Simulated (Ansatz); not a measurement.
Program: Ansatz. Geometries: PBE0-D4/def2-TZVP. ΔE: electronic, gas phase. CCSD(T)/CBS is the MP2 limit (def2-TZVPP, def2-QZVPP) plus CCSD(T) − MP2 in def2-TZVPP, frozen cores. This one scheme is used for every species. Functionals use def2-TZVPP. HSE06 is defined as in plane-wave codes. def2 core potentials past Kr. For Ga, Sn outer-core shells are correlated without core-valence functions, which leaves a few kJ/mol of doubt a bond. Scalar relativity is left out up to krypton. Each species was taken in one conformer, which may not be the lowest.

Consider the cleavage of the Ga–Sn bond: `[CH3][SnH2][GaH2]` + `PP` → `P[PH][GaH2]` + `[CH3][SnH3]`.

```tsv
level	ΔE (kJ/mol)
HSE06-D4	-3.4
r2SCAN0	-4.5
HSE06	-0.5
BHLYP	14.0
```

Question: What does CCSD(T)/CBS give? (Estimate.)

Answer: Ansatz gave: 0.0 kJ/mol. The listed levels differ from it by -3.4, -4.5, -0.5, 14.0 kJ/mol.

Largest T1 diagnostic among the species: 0.014.

Leaving LDA and LC-ωPBE aside and taking each functional with its dispersion term where it has one, the values, not all of them listed here, spread over 23.4 kJ/mol, from B97M-V to BHLYP-D4. LDA lies −16.0 kJ/mol from PBE without D4. In def2-TZVPP, CCSD(T) changes the Hartree–Fock value by −23.8 kJ/mol (the triples alone add −5.9 kJ/mol) and MP2 by −27.9 kJ/mol.
